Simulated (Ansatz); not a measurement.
`[OH][Mo]([F])([F])([F])([F])[F]`. Charge 0, multiplicity 1. Mo takes the def2 core potential.

| atom | x (Å) | y (Å) | z (Å) |
| --- | --- | --- | --- |
| O1 | 0.926 | 0.855 | -0.866 |
| Mo2 | -0.273 | -0.121 | 0.094 |
| F3 | -0.154 | -1.562 | -1.026 |
| F4 | -1.236 | -1.192 | 1.218 |
| F5 | 1.183 | -0.681 | 1.075 |
| F6 | -1.706 | 0.438 | -0.882 |
| F7 | -0.613 | 1.248 | 1.258 |
| H8 | 1.874 | 1.014 | -0.872 |

Question: List the harmonic frequencies (cm⁻¹, unscaled) at PBE0-D4/def2-TZVP in Ansatz. (An estimate is asked.)

Answer: Computed: 103, 104, 140, 203, 244, 271, 309, 325, 328, 419, 519, 639, 652, 734, 738, 747, 806, 3880.

Question: Is this a minimum?

Answer: Yes, all 18 modes are real.

Question: Give the ideal-gas thermochemistry at 298.15 K and 1 bar (rigid rotor, harmonic oscillator; point group Cs, symmetry number 1).

Answer: Zero-point energy 66.7 kJ/mol; H(298) − E = 92.3 kJ/mol; entropy 385.9 J/(mol·K), of which translation 175.4, rotation 117.5, vibration 93.0; G(298) − E = -22.7 kJ/mol.

Question: And at 400, 500, 600, 800 and 1000 K?

Answer: 
```json
{"T (K)": "400", "H − E (kJ/mol)": "106.5", "S (J/mol/K)": "426.8", "G − E (kJ/mol)": "-64.2"}
{"T (K)": "500", "H − E (kJ/mol)": "121.6", "S (J/mol/K)": "460.4", "G − E (kJ/mol)": "-108.6"}
{"T (K)": "600", "H − E (kJ/mol)": "137.4", "S (J/mol/K)": "489.1", "G − E (kJ/mol)": "-156.1"}
{"T (K)": "800", "H − E (kJ/mol)": "170.1", "S (J/mol/K)": "536.2", "G − E (kJ/mol)": "-258.8"}
{"T (K)": "1000", "H − E (kJ/mol)": "203.8", "S (J/mol/K)": "573.7", "G − E (kJ/mol)": "-370.0"}
```
